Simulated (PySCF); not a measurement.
NICS in isomers of C5H5O2P.

Probes without a nucleus sit at each ring's centroid and 1 Å off its mean plane on both sides; NICS is minus the shielding there, NICSzz its component along the normal. Level: GIAO PBE0/pcSseg-1 (PySCF, non-relativistic, gas phase) on the GFN2-xTB geometries, one conformer each. Atom numbers follow the mapped SMILES.

Problem. Order these rings by mean NICS(1)zz, lowest (most negative) first (ppm).
A. ring C4–C5–O6–C7–P8 in `[CH3:1][C:2](=[O:3])[c:4]1[cH:5][o:6][cH:7][p:8]1`
B. ring C4–C5–P6–C7–O8 in `[CH3:1][C:2](=[O:3])[c:4]1[cH:5][p:6][cH:7][o:8]1`
C. ring P3–C5–C6 in `[CH:1]#[C:2][P@@:3]1(=[O:4])[CH:5]=[C:6]1[O:7][CH3:8]`
D. ring C2–O3–C4–P5–C6 in `[CH3:1][c:2]1[o:3][cH:4][p:5][c:6]1[CH:7]=[O:8]`

Solution. B (-26.3), A (-25.3), D (-24.0), C (-7.9).

```json
{"SMILES": "CC(=O)c1cpco1", "ring": "5-membered ring with O and P; formal bonds all aromatic", "NICS(0)": "-11.3", "NICS(1)": "-11.3", "NICS(1)zz": "-26.3", "HOMA": "0.57", "rms pucker (Å)": "0.00", "ring atoms with four or more neighbours": "0"}
{"SMILES": "CC(=O)c1cocp1", "ring": "5-membered ring with O and P; formal bonds all aromatic", "NICS(0)": "-11.3", "NICS(1)": "-10.8", "NICS(1)zz": "-25.3", "HOMA": "0.53", "rms pucker (Å)": "0.00", "ring atoms with four or more neighbours": "0"}
{"SMILES": "Cc1ocpc1C=O", "ring": "5-membered ring with O and P; formal bonds all aromatic", "NICS(0)": "-10.8", "NICS(1)": "-10.6", "NICS(1)zz": "-24.0", "HOMA": "0.50", "rms pucker (Å)": "0.00", "ring atoms with four or more neighbours": "0"}
{"SMILES": "C#C[P@@]1(=O)C=C1OC", "ring": "3-membered ring with P; formal bonds 1 double, 2 single", "NICS(0)": "-20.1", "NICS(1)": "-7.4", "NICS(1)zz": "-7.9", "HOMA": "–", "rms pucker (Å)": "0.00", "ring atoms with four or more neighbours": "1"}
```

NICS(0) gives another order. The isotropic NICS(1) gives the same order. HOMA uses Krygowski's 1993 parameters; it is left out where a ring has a four-coordinate atom, a triple bond, no multiple bond or a kind of bond without parameters. NICS(1) and NICS(1)zz are means over the two faces.
